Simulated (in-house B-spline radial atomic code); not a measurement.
How numerical settings move a run on the germanium ion Ge⁸⁺, [Ar] 3d6. Computed with an all-electron radial atomic-structure program (B-spline basis): scalar-relativistic (X2C) wB97X, spin-polarised, spherical fractional occupations, Fermi nucleus of rms radius 4.0742 fm.

Command:
```bash
python run_scf.py task.json out
```
Settings of the sound reference run:
```
Z                32
electrons        24
configuration    [Ar] 3d6
hamiltonian      x2c
method           wb97x
spin_polarised   True
nucleus          fermi
rms_radius       4.0742
mass_number      74
atomic_mass      73.92118
speed_of_light   137.036
knot_spacing     0.22
spline_order     8
gauss_points     12
box_radius       6.9
max_iterations   70
damping          0.5
damped_steps     3
diis_vectors     10
tolerance        1e-08
start            Thomas-Fermi
```

Run time, properties included: 1.1 s on 1 thread of Arm Neoverse N1, with other jobs on the host.

It converges in 14 iterations to -2075.455039 hartree, with 3d down at -187.515 eV. The other runs change the listed settings, some to values that make no sense; their results aren't properties of the atom or ion. Radii are in bohr (the nuclear one in fm), a minus after a letter asks for a j subshell, and «unchanged» means within 1e-8 hartree. The run stops when the residual is below 10 × tolerance × max(1, Z/10), or a noise floor if that is larger, and the energy moves by less than 1e-8 × √|E| hartree; so very loose and very tight tolerances often act alike.

```tsv
changed settings	outcome
damping = 0.95	converged in 24 iterations, energy unchanged
electrons = 29, configuration = [Ar] 3d11, max_iterations = 50	stopped with error: shell 3d holds at most 5 electrons (per spin)
knot_spacing = 1.4, max_iterations = 8	not converged after 8 iterations, last residual 7.2e-06, last energy +3.20e+01 hartree from the reference
knot_spacing = 1.4, max_iterations = 50, tolerance = 1e-13	converged in 10 iterations, energy +3.20e+01 hartree from the reference, 3d down level -9.5e-01 eV (the program warns: 1s up reaches the box edge; 1s down reaches the box edge)
knot_spacing = 2, gauss_points = 16, max_iterations = 60, diis_vectors = 4	converged in 11 iterations, energy +9.83e+01 hartree from the reference, 3d down level -3.1e+00 eV (the program warns: 1s up reaches the box edge; 1s down reaches the box edge)
tolerance = 1e-06	converged in 8 iterations, energy +1.99e-08 hartree from the reference, 3d down level -1.3e-04 eV
tolerance = 1e-13	converged in 17 iterations, energy unchanged
first_knot = 3.13e-05, max_iterations = 100, damping = 0	converged in 10 iterations, energy +1.32e-05 hartree from the reference, 3d down level -4.4e-04 eV
```

What happens with damping = 0?

Converged in 13 iterations, energy unchanged.

What happens with electrons = 25, configuration = [Ar] 3d6 1f1, max_iterations = 75?

Stopped with error: there is no 1f shell.

What happens with damping = 0.8?

Converged in 19 iterations, energy unchanged.

What happens with hamiltonian = dirac, method = hf, spin_polarised = False, speed_of_light = 16.0058?

Stopped with error: Z/c is past the critical charge.
